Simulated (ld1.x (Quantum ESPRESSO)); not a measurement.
## Pseudopotential generation for lead: PAW, PBE, scalar-relativistic.

ld1.x (Quantum ESPRESSO) 7.5 was run on this input:

```
&input
   title='Pb', zed=82., rel=1, dft='PBE', iswitch=3,
   config='[Xe] 4f14 5d10 6s2 6p1',
   nld=3, rlderiv=2.40, eminld=-9.0, emaxld=5.0, deld=0.04
 /
 &inputp
   pseudotype=3, lpaw=.true., tm=.true., lloc=-1, rcloc=1.90,
   nlcc=.true., new_core_ps=.true., rcore=1.30,
   which_augfun='PSQ', rmatch_augfun_nc=.true.,
   file_pseudopw='Pb.UPF', file_wfcaegen='ae.wfc', file_wfcncgen='nc.wfc', file_beta='beta', file_chi='chi', file_wfcusgen='us.wfc'
 /
6
6S  1  0   2.00   0.00  1.85  2.20  0.0
6S  1  0   0.00  -0.70  1.85  2.20  0.0
5P  2  1   6.00   0.00  1.65  1.75  0.0
6P  3  1   1.00   0.00  1.65  1.75  0.0
5D  3  2  10.00   0.00  1.50  2.00  0.0
5D  3  2   0.00  -1.45  1.50  2.00  0.0
 &test
   configts(1)='5p6 5d10 6s2 6p1'
 /
```

Command:

```bash
ld1.x < Pb.in > Pb.out
```

Output (shortened: banner, matrices, multipoles, cross overlaps and the repeated all-electron block are left out):

```
Program LD1 v.7.5
     --------------------------- All-electron run ----------------------------

     Pb
     scalar relativistic calculation

     atomic number is 82.00
     dft =PBE   lsd =0 sic =0 latt =0  beta=0.20 tr2=1.0E-14
     Exchange-correlation= PBE
                           (   1   4   3   4   0   0   0)
     mesh =1281 r(mesh) =  98.81810 a.u. xmin = -7.00 dx = 0.01250
     1 Ry =  13.60569312 eV, c = 137.03599908

     n l     nl                  e(Ry)          e(Ha)          e(eV)
     1 0     1S 1( 2.00)     -6478.6369     -3239.3184    -88146.3450
     2 0     2S 1( 2.00)     -1159.2244      -579.6122    -15772.0516
     2 1     2P 1( 6.00)      -994.2123      -497.1062    -13526.9477
     3 0     3S 1( 2.00)      -278.7052      -139.3526     -3791.9778
     3 1     3P 1( 6.00)      -231.4026      -115.7013     -3148.3921
     4 0     4S 1( 2.00)       -63.5396       -31.7698      -864.5006
     4 1     4P 1( 6.00)       -48.0417       -24.0208      -653.6406
     3 2     3D 1(10.00)      -183.2161       -91.6080     -2492.7820
     5 0     5S 1( 2.00)       -11.1616        -5.5808      -151.8614
     5 1     5P 1( 6.00)        -6.8750        -3.4375       -93.5391
     4 2     4D 1(10.00)       -30.1197       -15.0599      -409.8000
     4 3     4F 1(14.00)       -10.3338        -5.1669      -140.5987
     5 2     5D 1(10.00)        -2.1206        -1.0603       -28.8521
     6 0     6S 1( 2.00)        -1.4132        -0.7066       -19.2274
     6 1     6P 1( 1.00)        -0.7244        -0.3622        -9.8562

     final scf error:  5.2E-15 reached in  28 iterations

     Etot =  -41763.341466 Ry,  -20881.670733 Ha, -568219.207784 eV

     Ekin =   47221.810393 Ry,   23610.905196 Ha,  642485.460914 eV
     Encl = -104246.211916 Ry,  -52123.105958 Ha,-1418341.968558 eV
     Eh   =   16033.452993 Ry,    8016.726497 Ha,  218146.241125 eV
     Exc  =    -772.392937 Ry,    -386.196468 Ha,  -10508.941265 eV

     normalization and overlap integrals

     s(1S/1S) =  1.000000  <r> =   0.0160  <r2> =    0.0004  r(max) =   0.0099
     s(2S/2S) =  1.000000  <r> =   0.0676  <r2> =    0.0054  r(max) =   0.0575
     s(2P/2P) =  1.000000  <r> =   0.0614  <r2> =    0.0046  r(max) =   0.0476
     s(3S/3S) =  1.000000  <r> =   0.1745  <r2> =    0.0348  r(max) =   0.1601
     s(3P/3P) =  1.000000  <r> =   0.1765  <r2> =    0.0361  r(max) =   0.1622
     s(4S/4S) =  1.000000  <r> =   0.3842  <r2> =    0.1665  r(max) =   0.3609
     s(4P/4P) =  1.000000  <r> =   0.4100  <r2> =    0.1909  r(max) =   0.3842
     s(3D/3D) =  1.000000  <r> =   0.1599  <r2> =    0.0299  r(max) =   0.1311
     s(5S/5S) =  1.000000  <r> =   0.8535  <r2> =    0.8161  r(max) =   0.7932
     s(5P/5P) =  1.000000  <r> =   0.9771  <r2> =    1.0769  r(max) =   0.8766
     s(4D/4D) =  1.000000  <r> =   0.4310  <r2> =    0.2143  r(max) =   0.3890
     s(4F/4F) =  1.000000  <r> =   0.4539  <r2> =    0.2467  r(max) =   0.3520
     s(5D/5D) =  1.000000  <r> =   1.3002  <r2> =    1.9666  r(max) =   1.0707
     s(6S/6S) =  1.000000  <r> =   2.2449  <r2> =    5.6905  r(max) =   1.9509
     s(6P/6P) =  1.000000  <r> =   3.0155  <r2> =   10.3757  r(max) =   2.5050

     ------------------------ End of All-electron run ------------------------

     --------------------- Generating PAW atomic setup --------------------

      Generating local potential from pseudized AE potential:
      Matching radius rcloc =   1.9000

      Local pseudo, rcloc= 1.903 Estimated cut-off energy=     6.73 Ry

      Computing core charge for nlcc:

       r > 1.31 : true rho core
      Core charge pseudized with two Bessel functions
      Integrated core pseudo-charge :   4.83
      Wfc-us  6S rcutus= 2.211  Estimated cut-off energy=     9.60 Ry
      Wfc-us  6S rcutus= 2.211  Estimated cut-off energy=    10.93 Ry
      Wfc-us  5P rcutus= 1.765  Estimated cut-off energy=    28.46 Ry
      Wfc-us  6P rcutus= 1.765  Estimated cut-off energy=    53.13 Ry
      Wfc-us  5D rcutus= 2.000  Estimated cut-off energy=    30.08 Ry
      Wfc-us  5D rcutus= 2.000  Estimated cut-off energy=    40.02 Ry

     Required augmentation: PSQ   radius:    2.200000

     Q pseudized with Bessel functions
     Expected ecutrho=     182.9555 due to l1=  2   l2=  2

     Estimated PAW energy =-1035.298330 Ryd

     ------------------- End of pseudopotential generation -------------------

     Computing logarithmic derivative in   2.39780
     Computing logarithmic derivative in   2.39780
     Computing the partial wave expansion
     R is outside the sphere for l=    0 j= 0.00
     R is outside the sphere for l=    0 j= 0.00
     R is outside the sphere for l=    1 j= 0.00
     R is outside the sphere for l=    1 j= 0.00
     R is outside the sphere for l=    2 j= 0.00
     R is outside the sphere for l=    2 j= 0.00

     ---------------------- Testing the pseudopotential ----------------------

     Pb
     scalar relativistic calculation

     atomic number is 82.00   valence charge is 20.00
     dft = SLA  PW   PBX  PBC   lsd =0 sic =0 latt =0  beta=0.20 tr2=1.0E-14
     mesh =1281 r(mesh) =  98.81810 xmin = -7.00 dx = 0.01250

     n l     nl             e AE (Ry)        e PS (Ry)    De AE-PS (Ry)
     2 1     5P   1( 6.00)       -6.87500       -6.87493       -0.00007
     3 2     5D   1(10.00)       -2.12059       -2.12056       -0.00004
     1 0     6S   1( 2.00)       -1.41319       -1.41318       -0.00001
     3 1     6P   1( 1.00)       -0.72442       -0.72441       -0.00001

     eps = 2.0E-17  iter =  8

     Etot =  -41763.341466 Ry,  -20881.670733 Ha, -568219.207784 eV
     Etotps = -1035.298331 Ry,    -517.649166 Ha,  -14085.951384 eV

     Ekin =     512.265842 Ry,     256.132921 Ha,    6969.731838 eV
     Encl =   -1018.218584 Ry,    -509.109292 Ha,  -13853.569581 eV
     Ehrt =     243.047521 Ry,     121.523760 Ha,    3306.829983 eV
     Ecxc =    -772.393110 Ry,    -386.196555 Ha,  -10508.943624 eV
     (Ecc =      -7.912194 Ry,      -3.956097 Ha,    -107.650877 eV)

     ---------------------- End of pseudopotential test ----------------------
```

Generation and configuration tests took about 1.9 s on one core of a shared server CPU.

Transferability test of the new file with ld1.x, input:

```
&input
   title='Pb', zed=82., rel=1, dft='PBE', iswitch=2,
   config='[Xe] 4f14 5d10 6s2 6p1'
 /
 &test
   file_pseudo='Pb.UPF', nconf=8,
   configts(1)='5p6 5d10 6s2 6p1',
   configts(2)='5p6 5d10 6s2 6p2',
   configts(3)='5p6 5d10 6s2 6p0',
   configts(4)='5p6 5d10 6s1 6p0',
   configts(5)='5p6 5d10 6s2 6p2.3',
   configts(6)='5p6 5d10 6s2 6p1.5',
   configts(7)='5p6 5d9 6s2 6p3',
   configts(8)='5p6 5d10 6s0 6p0'
 /
```

```bash
ld1.x < Pb.test.in > Pb.test.out
```

Pseudopotential blocks of its output, shortened (energy terms left out):

```
     ---------------------- Testing the pseudopotential ----------------------

     n l     nl             e AE (Ry)        e PS (Ry)    De AE-PS (Ry)
     2 1     5P   1( 6.00)       -6.87500       -6.87493       -0.00007
     3 2     5D   1(10.00)       -2.12059       -2.12056       -0.00004
     1 0     6S   1( 2.00)       -1.41319       -1.41318       -0.00001
     3 1     6P   1( 1.00)       -0.72442       -0.72441       -0.00001

     eps = 1.9E-17  iter =  8

     Etot =  -41763.341466 Ry,  -20881.670733 Ha, -568219.207783 eV
     Etotps = -1035.298331 Ry,    -517.649166 Ha,  -14085.951384 eV

     ---------------------- End of pseudopotential test ----------------------
```

The test run then stopped with an error in new_paw_hamiltonian: “negative rho”.
